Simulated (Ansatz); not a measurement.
Breaking the Ge1–Cl3 bond in ClGeH (SMILES [Cl][GeH]) (multiplicity 1 held, fragments rigid). Energies count from the point at 2.207 Å.
Geometry at that point (charge 0, multiplicity 1):
```xyz
3

Ge     0.52862    -0.16249     0.50490
H      1.62035    -0.38333    -0.65158
Cl    -1.09037     0.32841    -0.91207
```

Active spaces are followed from a long bond inwards. Levels need not reach the same state.

Frozen-core correlation. Filled d and f shells under p-block atoms count as core.

The values were computed with Ansatz (Gaussian basis) for Hartree–Fock, density functionals and correlated methods. Values without a source in brackets are computed.

**Question.** Predict the energy at R = 7.062 Å from CASSCF(6,4)/def2-SVP.

**Answer.** 3.31 eV

**Question.** Give the energy at R = 7.062 Å at the level FIC-MRCISD+Q on CASSCF(6,4)/def2-SVP.

**Answer.** 3.69 eV

Doubts at one or more of the structures used: active orbitals that take no part (CASSCF(6,4)/def2-SVP, FIC-MRCISD+Q on CASSCF(6,4)/def2-SVP).

Ansatz is an electronic-structure program.
